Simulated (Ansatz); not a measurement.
`C[SiH]1NCS1` + H₂O → `O[SiH]1NCS1` + CH₄  (formal hydrolysis of the Si–C bond)

Isolated molecules relaxed with PBE0-D4/def2-TZVP in Ansatz; ΔE leaves out vibrations. CCSD(T)/CBS adds triple-zeta CCSD(T) − MP2 to the extrapolated MP2 energy (def2 sets, frozen cores). This one scheme is used for every species. DFT in def2-TZVPP. B3LYP here is the variant with VWN-RPA as its local correlation; programs differ in this. One conformer a species, not always the lowest.

```csv
level,ΔE (kcal/mol),difference from CCSD(T)/CBS
PBE-D4,-28.1,1.0
r2SCAN-D4,-30.5,-1.4
PBE0-D4,-28.2,0.9
B3LYP-D4,-30.3,-1.2
ωB97X-V,-29.8,-0.7
ωB97M-V,-29.9,-0.8
B2PLYP,-31.1,-2.0
PBE,-28.7,0.4
r2SCAN,-30.7,-1.6
PBE0,-28.8,0.3
B3LYP,-31.2,-2.1
HF/def2-TZVPP,-32.8,-3.7
MP2/def2-TZVPP,-29.9,-0.8
SCS-MP2/def2-TZVPP,-30.5,-1.4
CCSD/def2-TZVPP,-29.9,-0.8
CCSD(T)/def2-TZVPP,-29.6,-0.5
HF/def2-QZVPP,-32.8,-3.7
MP2/def2-QZVPP,-29.6,-0.5
SCS-MP2/def2-QZVPP,-30.2,-1.1
HF/CBS(def2),-32.8,-3.7
MP2/CBS(def2),-29.3,-0.2
CCSD/CBS(def2),-29.3,-0.2
CCSD(T)/CBS,-29.1,0
```

Largest T1 diagnostic among the species: 0.012.

The D4 term adds +0.9 kcal/mol with B3LYP and +0.6 kcal/mol with PBE0; it sums over pairs of atoms, weighted by their polarisabilities, and B3LYP, whose exchange is more repulsive, gets the larger term. In def2-TZVPP, CCSD(T) changes the Hartree–Fock value by +3.2 kcal/mol (the triples alone add +0.2 kcal/mol) and MP2 by +2.9 kcal/mol.
